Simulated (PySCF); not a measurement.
A calculated (M06-L, PySCF 2.14, 6-31G*, the non-relativistic Hamiltonian (point nucleus)) atom or ion has these occupied shells.

| shell | electrons | orbital energy (eV) | rms radius, mean of both spins (bohr) |
| --- | --- | --- | --- |
| 1s | 2 | -9429.7 | 0.0592 |
| 2s | 2 | -1143.3 | 0.248 |
| 2p | 6 | -1004.3 | 0.221 |
| 3s | 2 | -128.14 | 0.742 |
| 3p | 6 | -83.160 | 0.783 |
| 3d | 10 | -7.817 | 0.966 |
| 4s | 2 | -5.522 | 3.04 |

**Question.** Name the element and its charge.

**Answer.** Zn (zinc, neutral), in [Ar] 3d10 4s2, closed-shell 1S.
